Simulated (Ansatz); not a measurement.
Start from `C[CH2][Ge][OH]` and change one atom or group to get `[CH3][Ge][OH]`.

Ansatz, PBE0-D4/def2-TZVP geometries, multiplicity 1. Each molecule was computed in one conformer, which needn't be the lowest.

Scalar relativity is left out up to krypton.

```json
{"property": "HOMO–LUMO gap (ωB97M-V/def2-TZVPP) / eV", "`C[CH2][Ge][OH]`": "8.75"}
{"property": "size of the dipole moment (B3LYP/def2-TZVPP) / D", "`C[CH2][Ge][OH]`": "2.13"}
{"property": "LUMO energy (B3LYP/def2-TZVPP) / eV", "`C[CH2][Ge][OH]`": "-2.01"}
{"property": "LUMO energy (ωB97M-V/def2-TZVPP) / eV", "`C[CH2][Ge][OH]`": "0.21"}
{"property": "zero-point energy (PBE0-D4/def2-TZVP) / kJ/mol", "`C[CH2][Ge][OH]`": "205.0"}
{"property": "HOMO–LUMO gap (PBE/def2-TZVPP) / eV", "`C[CH2][Ge][OH]`": "2.78"}
```

(1) What does the change do to each property? (Estimate.)

Answers

(1) Computed: 
| property | `[CH3][Ge][OH]` | shift |
| --- | --- | --- |
| HOMO–LUMO gap (ωB97M-V/def2-TZVPP) / eV | 8.86 | 0.11 |
| size of the dipole moment (B3LYP/def2-TZVPP) / D | 1.85 | -0.28 |
| LUMO energy (B3LYP/def2-TZVPP) / eV | -2.12 | -0.11 |
| LUMO energy (ωB97M-V/def2-TZVPP) / eV | 0.11 | -0.10 |
| zero-point energy (PBE0-D4/def2-TZVP) / kJ/mol | 128.1 | -76.9 |
| HOMO–LUMO gap (PBE/def2-TZVPP) / eV | 2.87 | 0.09 |

With PBE0 the HOMO falls by 0.20 eV and the LUMO falls by 0.11 eV, so the gap widens by about 0.09 eV. PBE moves the HOMO by -0.20 eV and ωB97M-V by -0.21 eV. The zero-point energy changes by -76.9 kJ/mol with -9 modes. Dipoles are sizes alone; their direction can turn.

B3LYP here is the variant with VWN-RPA as its local correlation; programs differ in this.
